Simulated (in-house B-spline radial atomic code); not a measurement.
Configurations of Er2+, with energies counted from [Xe] 4f12. Computed with a B-spline radial code for spherical atoms: scalar-relativistic (X2C) BLYP, spin-polarised, spherical fractional occupations, Fermi nucleus of rms radius 5.2516 fm. Shells without spins written out take the highest spin.

Occupations are held fixed; configurations that lie above the ionisation limit could autoionise.

```json
{"configuration": "[Xe] 4f(6 up, 6 down)", "E - E(ref) (eV)": "0.74895", "highest orbital": "4f up", "its <r> (bohr)": "0.8218"}
{"configuration": "[Xe] 4f11 6s1", "E - E(ref) (eV)": "4.2387", "highest orbital": "6s up", "its <r> (bohr)": "3.14"}
{"configuration": "[Xe] 4f11 5d1", "E - E(ref) (eV)": "4.7317", "highest orbital": "5d up", "its <r> (bohr)": "2.297"}
{"configuration": "[Xe] 4f11 6p1", "E - E(ref) (eV)": "9.3165", "highest orbital": "6p up", "its <r> (bohr)": "3.805"}
{"configuration": "[Kr] 4d10 4f12 5s2 5p5 5d1", "E - E(ref) (eV)": "26.652", "highest orbital": "5d up", "its <r> (bohr)": "2.314"}
{"configuration": "[Kr] 4d10 4f12 5s2 5p5 6p1", "E - E(ref) (eV)": "31.244", "highest orbital": "6p up", "its <r> (bohr)": "3.822"}
{"configuration": "[Kr] 4d9 4f12 5s2 5p6 5d1", "E - E(ref) (eV)": "167.45", "highest orbital": "5d up", "its <r> (bohr)": "2.295"}
```

Task: Order these further configurations by energy, lowest first.
A. [Xe] 4f11 6f1
B. [Kr] 4d(5 up, 4 down) 4f(6 up, 6 down) 5s2 5p6 6f(0 up, 1 down)
C. [Kr] 4d10 4f(5 up, 7 down) 5s2 5p(2 up, 3 down) 5d(1 up, 0 down)
D. [Kr] 4d10 4f12 5s2 5p5 6f1
E. [Kr] 4d10 4f12 5s2 5p5 5f1

Result: A (19.553 eV), C (27.327 eV), E (38.863 eV), D (41.417 eV), B (184 eV).

Task: How far above the reference does [Kr] 4d9 4f12 5s2 5p6 6p1 lie?

Result: 172.02 eV; its least bound orbital is 6p up with <r> = 3.801 bohr.

Task: How far above the reference does [Kr] 4d10 4f(7 up, 6 down) 5s2 5p(2 up, 3 down) lie?

Result: 24.848 eV; its least bound orbital is 4f down with <r> = 0.8722 bohr.

Task: How far above the reference does [Xe] 4f(6 up, 5 down) 6f(1 up, 0 down) lie?

Result: 21.159 eV; its least bound orbital is 6f up with <r> = 9.534 bohr.
